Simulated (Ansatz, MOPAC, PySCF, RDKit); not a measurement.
Pair of molecules: SiH4 (SMILES [SiH4]) (first 5 atoms) with C2H6 (SMILES CC); geometry from B3LYP-D3(BJ)/def2-TZVP, rigid monomers moved along the line of their centres of mass till Si1···C7 is 5.25 Å.
(charge 0, multiplicity 1):
```xyz
13

Si    -0.26225    -0.05829     0.21814
H     -0.04980     1.27412     0.82570
H     -1.64617    -0.50910     0.48458
H      0.69437    -1.02383     0.80310
H     -0.04378     0.02656    -1.24400
C      1.05392     0.29327     5.65683
C     -0.39380    -0.14654     5.46128
H      1.55014     0.46285     4.69956
H      1.62834    -0.46239     6.19628
H      1.11227     1.22229     6.22729
H     -0.96941     0.60873     4.92241
H     -0.89062    -0.31590     6.41860
H     -0.45327    -1.07656     4.89239
```

Interaction energies are E(AB) − E(A) − E(B) at the monomers' geometry in the complex; basis-set methods are counterpoise corrected. Rows marked so take none.

Frozen-core correlation. Rows in 6-31G*, STO-3G carry no dispersion term and start afresh at each structure (6-31G* with six Cartesian d functions). The state reached by AM1, PM7 isn't checked; PM7 holds dispersion and hydrogen-bond terms.

Codes used: Ansatz (a first-principles code); MOPAC for AM1, PM7 (differences of heats of formation); PySCF for 6-31G* rows, STO-3G rows, the dispersion terms; RDKit for the force fields. Values without a source in brackets are computed.

```json
[
 {"level": "MMFF94", "interaction energy (kcal/mol)": "-0.26"},
 {"level": "AM1", "interaction energy (kcal/mol)": "0.01"},
 {"level": "PM7", "interaction energy (kcal/mol)": "-0.23"},
 {"level": "HF/STO-3G (no counterpoise)", "interaction energy (kcal/mol)": "-0.01"},
 {"level": "PBE/def2-TZVPPD", "interaction energy (kcal/mol)": "-0.11"},
 {"level": "PBE-D3(BJ)/def2-TZVPPD", "interaction energy (kcal/mol)": "-0.37"},
 {"level": "r2SCAN/def2-TZVPPD", "interaction energy (kcal/mol)": "-0.08"},
 {"level": "B3LYP/6-31G*", "interaction energy (kcal/mol)": "[?]"},
 {"level": "MP2/aug-cc-pV(D+d)Z", "interaction energy (kcal/mol)": "-0.25"}
]
```

**Question.** Fill in the missing entries.

**Answer.** 
- B3LYP/6-31G*, interaction energy (kcal/mol): 0.06
